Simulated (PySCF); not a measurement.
**WF(OH) + 2 F₂ → WOF₄ + HF**

Level: PBE0 in the def2-TZVP basis family, computed in PySCF with density fitting; scalar-relativistic core potentials for atoms from Rb on, none lighter, no spin–orbit coupling; open shells unrestricted.

| species | state and structure | E (Eh) | ZPE (kJ/mol) | H(298 K) − H(0) (kJ/mol) | S° (J/(mol K)) |
| --- | --- | --- | --- | --- | --- |
| WF(OH) | triplet, C∞v, O–H 0.955 Å, W–F 1.836 Å, W–O 1.807 Å; F–W–O 180.0°, H–O–W 180.0° | -242.66185 | 39.9 | 14.5 | 296.7 |
| F₂ | singlet, D∞h, F–F 1.376 Å | -199.40856 | 6.6 | 8.7 | 201.9 |
| WOF₄ | singlet, C4v, W–F 1.848 Å (×4), W–O 1.671 Å; F–W–F 86.1° (×4), F–W–F 149.8° (×2), F–W–O 105.1° (×4) | -541.70478 | 33.9 | 20.2 | 341.2 |
| HF | singlet, C∞v, H–F 0.920 Å | -100.39188 | 24.9 | 8.7 | 173.6 |

Q: What is the electronic reaction energy?

A: At PBE0/def2-TZVP, ΔE = -1621.7 kJ/mol from the differences of the total energies times 2625.5, downhill. 

Q: Add zero-point, thermal and entropy terms for 298.15 K and 1 bar.

A: ΔZPE = 5.7 and Δ[H(298) − H(0)] = -3.0 kJ/mol give ΔH° = -1619.0 kJ/mol. ΔS° = -185.7 J/(mol K), so ΔG° = -1619.0 − 298.15 × (-0.1857) = -1564 kJ/mol.

Spin–orbit coupling can matter for WF(OH), WOF₄ and is left out. Open d or f shells are single determinants, so the state found may not be the ground state. Each species is the lowest minimum found with this bonding; other isomers or fragments can lie lower.
